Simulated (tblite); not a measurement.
A tight-binding relaxation on `[SiH2]([C@@H](C#C[SiH2]C#CC)F)C`.

Computed with GFN2-xTB geometry optimisation, gas phase (tblite 0.8.0). Start geometry: from a force field or distance geometry. The input is one job of a driver script: a line of settings, then coordinates in Å.

Command:
```bash
OMP_NUM_THREADS=1 python probes_run.py task.json out
```

Input:
```
{"job": {"kind": "relax", "xc": "GFN2-xTB", "basis": "xTB"}, "charge": 0, "multiplicity": 1}
C      4.242900    -1.376600     1.216300
C      3.314200    -1.112900     0.094700
C      2.575700    -0.910400    -0.805000
Si     1.385800    -0.568600    -2.237700
C     -0.197600     0.230700    -1.621800
C     -1.220200     0.738700    -1.242700
C     -2.466500     1.355800    -0.775400
F     -3.488200     0.569700    -1.203500
Si    -2.604300     1.518300     1.079200
C     -2.532000    -0.116400     1.948200
H      5.114200    -0.732700     1.149000
H      3.740600    -1.183100     2.177800
H      4.565800    -2.413500     1.222100
H      1.068800    -1.853200    -2.919700
H      2.040900     0.318600    -3.221700
H     -2.599600     2.333200    -1.230500
H     -3.886600     2.197900     1.445200
H     -1.530600     2.396700     1.606200
H     -3.329300    -0.776300     1.610900
H     -2.625800     0.010600     3.032200
H     -1.576900    -0.609600     1.758600
```

Output:
```
step      E/eV     max force
  0    -779.22911    3.669
  1    -779.09574    7.480
  2    -779.40738    0.956
  3    -779.42187    1.022
  4    -779.43446    0.960
  5    -779.44907    0.373
  6    -779.46165    0.318
  7    -779.46892    0.386
  8    -779.47676    0.241
  9    -779.48236    0.224
... (100 lines left out)
110    -779.51158    0.016
111    -779.51161    0.027
112    -779.51163    0.052
113    -779.51166    0.021
114    -779.51169    0.011
115    -779.51171    0.012
116    -779.51173    0.012
117    -779.51176    0.011
118    -779.51178    0.010
119    -779.51181    0.009
```

«max force» is the largest atomic force in eV/Å.

**Question.** From which step on does the largest force stay under 0.1 eV/Å, and how much energy is left to gain from there?

**Answer.** From step 12 (0.090 eV/Å), 19.1 meV above the end.

Main results: energy lowered by 6.5 kcal/mol over 119 steps; largest atomic force 0.009 eV/Å at the end.

Hardware: one thread, Arm Neoverse V2 (aarch64), no GPU, on a shared host. Cost: 1.1 s.
Labels such as C1 count atoms from 1, the log's own numbers from 0.
